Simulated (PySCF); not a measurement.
## Peak assignment

Molfile (atoms numbered from 1):
```
C4H9FO2Si
     RDKit          3D

 17 16  0  0  0  0  0  0  0  0999 V2000
   -3.0088    0.0404    0.5204 C   0  0  0  0  0  0  0  0  0  0  0  0
   -2.4001   -0.9636   -0.2402 O   0  0  0  0  0  0  0  0  0  0  0  0
   -1.2395   -0.5338   -0.9331 C   0  0  0  0  0  0  0  0  0  0  0  0
    0.2027   -0.0769    0.2285 Si  0  0  0  0  0  4  0  0  0  0  0  0
    1.4525   -0.1374   -0.8364 O   0  0  0  0  0  0  0  0  0  0  0  0
    2.7536    0.0941   -0.6551 C   0  0  0  0  0  0  0  0  0  0  0  0
    3.3609    0.4164    0.4761 C   0  0  0  0  0  0  0  0  0  0  0  0
    2.6889    0.5574    1.6387 F   0  0  0  0  0  0  0  0  0  0  0  0
   -2.3748    0.3571    1.3560 H   0  0  0  0  0  0  0  0  0  0  0  0
   -3.2414    0.9191   -0.0947 H   0  0  0  0  0  0  0  0  0  0  0  0
   -3.9345   -0.3825    0.9078 H   0  0  0  0  0  0  0  0  0  0  0  0
   -0.9697   -1.3803   -1.5680 H   0  0  0  0  0  0  0  0  0  0  0  0
   -1.5040    0.3003   -1.6001 H   0  0  0  0  0  0  0  0  0  0  0  0
    0.3536   -1.0647    1.2936 H   0  0  0  0  0  0  0  0  0  0  0  0
    0.0923    1.2803    0.7721 H   0  0  0  0  0  0  0  0  0  0  0  0
    3.3438   -0.0061   -1.5568 H   0  0  0  0  0  0  0  0  0  0  0  0
    4.4174    0.5921    0.5804 H   0  0  0  0  0  0  0  0  0  0  0  0
  1  2  1  0
  2  3  1  0
  3  4  1  0
  4  5  1  0
  5  6  1  0
  6  7  2  0
  7  8  1  0
  1  9  1  0
  1 10  1  0
  1 11  1  0
  3 12  1  0
  3 13  1  0
  4 14  1  0
  4 15  1  0
  6 16  1  0
  7 17  1  0
M  END
```

[PySCF 2.14.0 with density-fitted response routines: structure optimised with GFN2-xTB; PBE0/pcSseg-1 with gauge-including orbitals; one conformer; no solvent model; one averaged value for each set of equivalent atoms; non-relativistic]

δ = σ(ref) − σ, references computed at the same level: $^{13}$C, $^{1}$H against TMS.

Q: Assign these signals to the numbered atoms. $^{13}$C{$^{1}$H} NMR (computed): δ 144.2 (CH), 134.4 (CH), 65.7 (CH2), 63.4 (CH3).

A: 
| δ (ppm) | atoms | environment | reason |
| --- | --- | --- | --- |
| 144.2 | C7 | β carbon of an enol-ether or enamine type C=C | – |
| 134.4 | C6 | alkene carbon bearing oxygen | an sp2 carbon of a C=C bond |
| 65.7 | C3 | sp3 CH2 bonded to O and Si | deshielded by the electronegative neighbour |
| 63.4 | C1 | methyl carbon bonded to O | deshielded by the electronegative neighbour |

Q: Assign these signals to the numbered atoms. $^{1}$H NMR (500 MHz, computed): δ 6.60 (m, 1H), 5.81 (m, 1H), 5.55 (t, 2H), 3.76 (t, 2H), 3.38 (s, 3H).

A: 
```tsv
δ (ppm)	atoms	environment	reason
6.60	H17	hydrogen on a β carbon of an enol-ether or enamine type C=C	olefinic region
5.81	H16	hydrogen on an alkene carbon bearing oxygen	a vinylic proton, deshielded by the sp2 carbon and the C=C anisotropy
5.55	H14/H15	hydrogen on a silicon bonded to C, O	–
3.76	H12/H13	hydrogen on an sp3 CH2 bonded to O and Si	its carbon carries O, hence the downfield position
3.38	H9/H10/H11	hydrogen on a methyl carbon bonded to O	its carbon carries O, which withdraws density
```

Splittings by $^{19}$F in the carbon and heteronuclear signals aren't shown, as no couplings were computed. Shifts are as computed. Against solution values, carbons near 30 ppm lie about +3 ppm off and those near 130 ppm about +5 ppm. Of 1211 compounds with measured shifts, 218 miss one by over three times the rms of a fit or turn the order of signals round; such compounds aren't used in these exercises. No couplings were computed; multiplicities are counted from neighbouring protons, with m where these are inequivalent, close in shift, in a saturated or five-membered ring or joined by F or P, and br s for small geminal =CH2 splittings.
